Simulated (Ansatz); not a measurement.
Job for Ansatz (a quantum-chemistry and plane-wave program): U-r2SCAN/def2-TZVPP on FeO, 2S+1 = 7, a spin state set in the input, which need not be the lowest, a point of a bond scan (R = 1.665 Å).

Ansatz 0.2 input:
```yaml
crystal:
  periodic: [false, false, false]
  atoms:
    - {symbol: Fe, position_ang: [0.00000000, 0.00000000, 0.00000000]}
    - {symbol: O, position_ang: [0.00000000, 0.00000000, 1.66530500]}
basis:
  gaussian:
    orbitals: def2-TZVPP
    pivot_positions_ang: [[0.00000000, 0.00000000, 0.00000000], [0.00000000, 0.00000000, 1.66530500]]
hamiltonian:
  xc: {name: r2SCAN}
magnetization: {spin_polarized: true, initial_magnetization: 6}
output: {forces: true, orbitals: {seedname: ./end}}
```

The log:

```
WARN ansatz: RAYON_NUM_THREADS=1 ignored (pool sized by the plan → 1); use --threads N
Functional definition: r2SCAN
integrals: 0.02 GiB planned
622 factors; their error is unknown
mean field: 0.30 GiB planned
mean field evaluation 1: about -36427.3578 eV, gradient 3.7e1 eV
mean field evaluation 2: about -36314.4912 eV, gradient 1.5e2 eV
mean field evaluation 4: about -36431.7702 eV, gradient 8.2e0 eV
mean field evaluation 8: about -36432.0264 eV, gradient 6.2e-2 eV
mean field evaluation 16: about -36432.0189 eV, gradient 1.0e-4 eV
mean field -36432.01894590 eV, -1338.8520017526 hartree, gradient 8.8e-6 eV, S^2 12.010609; 2 other end points of the search recorded, 0 dependent functions left out
the calculation of the forces begins
reference -36432.01896491 eV, -1338.8520024509 hartree; 20, 14 occupied and 75, 81 virtual orbitals, 622 factors
Total energy: -36432.01896491 eV, -1338.8520024509 hartree
Atom 0 at     0.000000     0.000000     0.000000 Å, force    -0.000000    -0.000000    -0.089633 eV/Å
Atom 1 at     0.000000     0.000000     1.665305 Å, force     0.000000     0.000000     0.089633 eV/Å
Dipole moment:    -0.000000    -0.000000    -0.448521 e Å
```

Self-consistency was reached.

Cost: roughly 4 core-seconds.
